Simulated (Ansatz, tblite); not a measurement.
Removing and adding an electron: GeI2. Charge 0, multiplicity 1. Geometry: PBE-D4/def2-TZVP. Ansatz, gas phase; energy differences of separate SCF runs; the oxidised species was run as a doublet alone; the reduced species was run as a doublet alone.

```
atom    x (Å)    y (Å)    z (Å)
 Ge1   0.8391  -0.6140   0.2723
  I2   0.8381   1.7462  -0.7666
  I3  -1.6772  -1.1322   0.4943
```

In the def2 sets I takes a core potential; there is no spin–orbit coupling. The xTB rows come from tblite. HOMO above LUMO, or a gap near zero within one spin, warns that the state may not be the lowest or that an electron is smeared out.

| level | −HOMO (eV) | vertical IE (eV) | −LUMO (eV) | vertical EA (eV) | HOMO–LUMO gap (eV) | IE − EA (eV) | remarks |
| --- | --- | --- | --- | --- | --- | --- | --- |
| GFN1-xTB | 9.57 | 12.92 | 7.48 | – | 2.09 | – | – |
| GFN2-xTB | 11.40 | 14.54 | 8.19 | 4.80 | 3.21 | 9.74 | – |
| PBE-D4/def2-TZVP | 6.33 | 8.91 | 4.01 | – | 2.32 | – | gap within one spin near zero (+1 doublet) |
| PBE-D4/def2-TZVPD | 6.35 | – | 4.03 | 1.63 | 2.32 | – | HOMO above zero (-1 doublet) |
| r2SCAN-D4/def2-TZVP | 6.59 | 9.06 | 4.03 | – | 2.56 | – | – |
| r2SCAN-D4/def2-TZVPD | 6.60 | – | 4.04 | 1.82 | 2.56 | – | HOMO above zero (-1 doublet) |
| PBE0-D4/def2-TZVP | 7.31 | 9.12 | 3.38 | – | 3.93 | – | – |
| PBE0-D4/def2-TZVPD | 7.32 | – | 3.40 | 1.80 | 3.92 | – | – |

   A HOMO above zero means that the electron is unbound at that level or that self-interaction error raises the level; the energy of removing that electron tells which. Raw xTB energy differences between charge states are shifted by several eV; the methods need an empirical correction for them.
